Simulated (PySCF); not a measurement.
# Dipole moment and polarisability of (HCd-mu-OH)2

Species: (HCd-mu-OH)2 (singlet state).
Structure used (PBE0-D3(BJ)/def2-SVP), in Å, numbered top down from 1:
```
atom  x, y, z in Å
Cd1   -0.7004    1.4566    0.5460
H2    -1.3682    2.8830    1.0931
O3     0.8507    0.6776   -0.7182
Cd4    0.7010   -1.4564   -0.5460
H5     1.3622   -2.8839   -1.0982
O6    -0.8449   -0.6775    0.7243
H7     1.4770    1.1766   -1.2470
H8    -1.4774   -1.1761    1.2459
```

Level: CAM-B3LYP/def2-SVPD (PySCF), static field, nuclei fixed, core orbitals frozen in the response. The polarisability tensor in these axes (au):

```
x    65.68 -10.15  -8.54
y   -10.15  86.09   7.94
z    -8.54   7.94  62.21
```

Problem. What are the eigenvalues, a third of the trace, and Δα (Δα² = ½Σ(αi − αj)² over the three pairs)?

Solution. Principal values 55.23, 64.85 and 93.91 au; mean 71.33 au = 10.57 Å³ = 11.76 × 10⁻⁴⁰ C²·m²/J; Δα = 34.88 au (49 % of the mean).

Problem. What is the dipole moment?

Solution. 0.01 D; point group D2h allows none, and the residue is numerical.

Problem. What would n − 1 = 2πNα be for an ideal gas of these molecules at 500 K and 1 atm, electronic part alone?

Solution. N = p/kT = 1.4678 × 10¹⁹ cm⁻³, so n − 1 = 2π × N × 10.57 × 10⁻²⁴ cm³ = 975 × 10⁻⁶ at long wavelengths, for an ideal gas.

Problem. Find the Langevin capture rate constant for O2+ (31.990 u) meeting this molecule (263.828 u), k = 2.342 × 10⁻⁹ cm³/s × √(α in Å³ / reduced mass in u).

Solution. The reduced mass is 28.53 u, so k = 1.43 × 10⁻⁹ cm³/s.

Problem. Along which axes do the principal values lie, and how far do the nuclei extend along each?

Solution. Largest value along (-0.41, 0.85, 0.32), where the nuclei span 6.75 Å; middle along (0.65, 0.52, -0.55), 4.53 Å; least along (0.64, 0.01, 0.77), 0.02 Å. The response follows the extents in order.

Problem. Estimate the molar refractivity from the static electronic polarisability.

Solution. Lorentz–Lorenz: R = (4π/3)N_A α = 2.5225 cm³/(mol·Å³) × 10.57 Å³ = 26.7 cm³/mol, in the limit of long wavelengths.

Problem. What depolarisation ratio follows for Rayleigh scattering of linearly polarised light, taking the static tensor?

Solution. ρ = 3Δα²/(45ᾱ² + 4Δα²) = 3650.4/(228943 + 4867.2) = 0.0156.

Isolated species at its PBE0-D3(BJ)/def2-SVP geometry, gas phase. Atoms past krypton carry effective core potentials; spin–orbit coupling is left out.
